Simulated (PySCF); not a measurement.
Input of a run (PBE0-D3(BJ)/def2-SVP geometry optimisation, gas phase (PySCF 2.14.0)), started from GFN2-xTB:
```
{"job": {"xc": "PBE0", "basis": "def2-SVP", "d3": "d3bj", "grid": 1, "shake": 0.01, "kind": "geom"}, "charge": 0, "multiplicity": 1}
C     -1.436550    -0.759630     0.536510
C     -0.241820     0.181130     0.412100
C     -0.610410     1.381800    -0.484500
B      1.064400    -0.590370    -0.176420
N      2.214210    -0.611340     0.521460
H     -2.321330    -0.182900     0.915490
H     -1.709910    -1.144700    -0.440720
H     -1.233050    -1.559290     1.198650
H     -0.025500     0.582280     1.436690
H     -1.451730     1.920410    -0.066440
H      0.238730     2.072550    -0.533440
H     -0.828410     1.049420    -1.474680
H      0.954880    -1.139020    -1.213550
H      3.040830    -1.059880     0.227440
H      2.330310    -0.157830     1.421940
```

Output (energies in Eh, forces in Eh/bohr):
```
step   0  E = -199.59531837  max force = 0.054366
step   1  E = -199.60306660  max force = 0.007085
step   2  E = -199.60326146  max force = 0.002600
step   3  E = -199.60329502  max force = 0.001190
step   4  E = -199.60331492  max force = 0.000746
step   5  E = -199.60332263  max force = 0.000254
optimisation converged
```

Summarise the run.

The energy falls by 21.0 kJ/mol over 6 energy and gradient evaluations, the largest force component goes from 0.0544 to 2.5e-04 Eh/bohr, and the atoms move by 0.045 Å rms after alignment. The bond that changes most is B4–N5 (three-coordinate boron to boron-bound nitrogen), which lengthens by 0.047 Å. Bonds longer at the end by more than 0.005 Å: 8 of 14; shorter: 4. Among the angles that change most is N5–B4–H13, from 121.9° to 117.5°. The energy never rose by more than 1e-6 Eh on the way. The first step brought 97 % of the lowering.

What are the final bond lengths?

C1–C2 1.530 Å, C2–C3 1.531 Å, C2–B4 1.583 Å, B4–N5 1.392 Å, C1–H6 1.103 Å, C1–H7 1.103 Å, C1–H8 1.102 Å, C2–H9 1.107 Å, C3–H10 1.104 Å, C3–H11 1.102 Å, C3–H12 1.103 Å, B4–H13 1.216 Å, N5–H14 1.011 Å, N5–H15 1.013 Å. Numbering counts from 1 in the input's order; the species is `CC(C)BN`.

The run used 120 basis functions and 36 SCF cycles in all.

No frequency check. The numbers are those of one conformer.

Shape of the structure used: `[CH3:1][CH:2]([CH3:3])[BH:4][NH2:5]`: C1–C2–B4–N5 -122°, H–N5–B4–C2 -179°, H–N5–B4–C2 0°.
